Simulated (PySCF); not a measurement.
Species: C8H11 (doublet state).
Structure used (GFN2-xTB), in Å, numbered top down from 1:
```xyz
19
C8H11 angstrom
C      2.132   -0.458    1.368
C      0.921   -0.754    1.024
C     -0.104   -0.563   -0.006
C     -0.633   -1.916   -0.487
C      0.515    0.250   -1.124
C      0.116    1.511   -1.099
C     -0.866    1.776    0.002
C     -1.229    0.371    0.508
H      2.560   -0.816    2.294
H      2.813    0.160    0.778
H      0.188   -2.545   -0.824
H     -1.325   -1.772   -1.314
H     -1.150   -2.427    0.322
H      1.235   -0.190   -1.790
H      0.443    2.295   -1.762
H     -1.739    2.327   -0.352
H     -0.393    2.374    0.786
H     -1.316    0.332    1.592
H     -2.179    0.053    0.076
```

The hyperfine couplings belong to this conformer and change with its torsions.

The species is `C=[C][C@]1(C)C=CCC1` [radical].

Computed with UKS B3LYP, pcH-1 on C H, non-relativistic, mean-field spin-orbit, GIAO in PySCF. The structure is a single GFN2-xTB conformer in the gas phase; no vibrational or solvent corrections. Couplings are sensitive to structure, and on GFN2-xTB geometries they can be far from those on DFT ones. Stability of the SCF solution: not tested.

Principal values of hyperfine tensors in MHz (contact and dipolar terms together), for some of the nuclei:

```
atom  isotope      A1      A2      A3
  C2      13C  162.62  181.67  383.48
 H10       1H  169.66  172.10  180.17
  H9       1H  110.28  111.45  127.92
  C5      13C   34.35   40.08   55.56
  C3      13C    3.69    4.60   18.30
  C8      13C    6.13    6.63   11.04
  C6      13C    1.11    2.18   15.93
  C1      13C  -21.02   -2.94   10.48
```

Problem. Give the isotropic coupling of each nucleus in MHz and in mT (g = 2.0022), and the anisotropic part.

Solution. a_iso is a third of the trace, T = A − a_iso, and a(mT) = a(MHz)/(g × 13.996).

| atom | a_iso (MHz) | a_iso (mT) | T1 | T2 | T3 |
| --- | --- | --- | --- | --- | --- |
| C2 | 242.59 | 8.657 | -79.98 | -60.92 | 140.89 |
| H10 | 173.97 | 6.208 | -4.32 | -1.87 | 6.19 |
| H9 | 116.55 | 4.159 | -6.27 | -5.10 | 11.37 |
| C5 | 43.33 | 1.546 | -8.98 | -3.25 | 12.23 |
| C3 | 8.86 | 0.316 | -5.17 | -4.26 | 9.44 |
| C8 | 7.94 | 0.283 | -1.80 | -1.30 | 3.10 |
| C6 | 6.41 | 0.229 | -5.30 | -4.22 | 9.52 |
| C1 | -4.49 | -0.160 | -16.53 | 1.55 | 14.98 |

Problem. What spin density at the nucleus of C8 lies behind its contact coupling (g_N = 1.40482)?

Solution. a_FC = 800.24 MHz bohr³ × g_N × ρ(0)/(2S). With a_FC = 7.94 MHz and 2S = 1, ρ(0) = 0.007059 bohr⁻³.

Problem. C4 (13C, g_N = 1.40482) isn't in the table. Its spin density at the nucleus is 0.01609 bohr⁻³. What is its contact coupling?

Solution. By the same relation, a_FC = 18.08 MHz. Its full tensor has the principal values 16.35, 16.38, 21.52 MHz.

Problem. Which nucleus of the table has the largest anisotropic coupling, and what is its form?

Solution. C2: -80.0, -60.9, 140.9 MHz, rhombic: the two smaller values differ by 14 % of the largest.

Problem. What first-order splitting does H9 cause when the field lies along A1, A2 or A3 of its tensor (g taken as isotropic, no quadrupole term)?

Solution. 2 lines (I = 1/2), spaced by |A_i|/(g × 13.996): 3.94, 3.98, 4.56 mT along the axes of A1, A2 and A3.
